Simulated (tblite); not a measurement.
Q: Give a GFN2-xTB geometry of `C[C@@H]1C[Si@@H](C(N)=O)O1`.

A: 
Z-matrix in Å and degrees, rows numbered from 1:
```
C 
C   1  1.5132
C   2  1.5340  1  113.99
Si  3  1.9085  2   83.86  1  -109.24
C   4  1.9132  3  122.92  2  -115.47
N   5  1.3501  4  115.93  3    72.83
O   5  1.2147  4  121.78  3  -106.79
O   2  1.4402  1  110.55  3  -111.36
H   1  1.0870  2  110.14  3   170.45
H   1  1.0869  2  109.97  3   -69.23
H   1  1.0868  2  109.47  3    51.00
H   2  1.0940  1  110.30  3   129.69
H   3  1.0857  2  113.08  1   133.21
H   3  1.0842  2  113.61  1     8.40
H   4  1.4605  3  114.64  2   104.73
H   6  1.0094  5  119.62  4   176.41
H   6  1.0047  5  120.45  4     7.91
```

Si4 (oxygen-bound silicon) has angles from 78.8° to 122.9°. Of the pairs four or more bonds apart, Si4···H11 is among the closest relative to their van der Waals radii: 3.16 Å, 96 % of the sum of Bondi's values. The 2 C–C bonds span 1.513 Å (C1–C2, drawn single) to 1.534 Å (C2–C3, drawn single), a spread of 0.021 Å. The 2 C–O bonds span 1.215 Å (C5=O7, drawn double) to 1.440 Å (C2–O8, drawn single), a spread of 0.225 Å.

Structure optimised with GFN2-xTB, isolated species.

Point group: C1 (no symmetry element, even within 0.4 Å). Its GFN2-xTB frequencies are all real (lowest 40 cm⁻¹). The numbers are those of one conformer (C3–Si4–C5–N6 73°, Si4–C5–N6–H 176° and 8°, C1–C2–C3–Si4 -109°, C2–C3–Si4–C5 -115°, C3–Si4–O8–C2 8°, C1–C2–O8–Si4 110°).

On one thread of an Intel Xeon at 2.50 GHz, shared host, this took 3.2 s wall, 2.5 s CPU. These figures are those of the optimisation.

The numbers are calculated, not measured.
